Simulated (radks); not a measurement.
Results of a calculation; reference values are marked as such.
Mo22+, 20 electrons, occupied as [Ar] 4s2 (not the ground configuration).

Level of theory: scalar-relativistic Kohn-Sham, PBE, spin-unpolarised, spherical densities, finite nucleus; Fermi nuclear charge, rms radius 4.4091 fm (a radial shooting solver on a logarithmic mesh with Libxc functionals).

Energy parts (eV):
part                       energy
total                 -101557.314
kinetic                105026.451
electron-nucleus      -225837.471
Hartree                 21743.250
exchange-correlation    -2489.544

Orbitals (lengths in bohr, moments of r in powers of bohr; <r^-3> diverges for s and p1/2; r(max) is where P^2 peaks):
| orbital | occ. | eigenvalue (eV) | <r^2> | <r^-3> | r(max) |
|---|---|---|---|---|---|
| 1s | 2 | -20777.90 | 0.001670 | - | 0.02288 |
| 2s | 2 | -3749.640 | 0.02736 | - | 0.1292 |
| 2p | 6 | -3458.210 | 0.02149 | 2579 | 0.1033 |
| 3s | 2 | -1262.984 | 0.1712 | - | 0.3611 |
| 3p | 6 | -1168.589 | 0.1661 | 565.2 | 0.3496 |
| 3d | 0 | -1035.913 | 0.1354 | 82.52 | 0.2849 |
| 4s | 2 | -605.6633 | 0.6651 | - | 0.7610 |
| 4p | 0 | -568.6397 | 0.6835 | 186.3 | 0.7687 |
| 5s | 0 | -355.1926 | 1.846 | - | 1.335 |

The highest occupied level is 4s at -605.66 eV. The configuration is held as typed, so some empty levels lie below it. The electron density at the nucleus is 9.36e+04 e/bohr^3 (large components only). The density falls to 0.001 e/bohr^3 at r = 1.59 bohr.
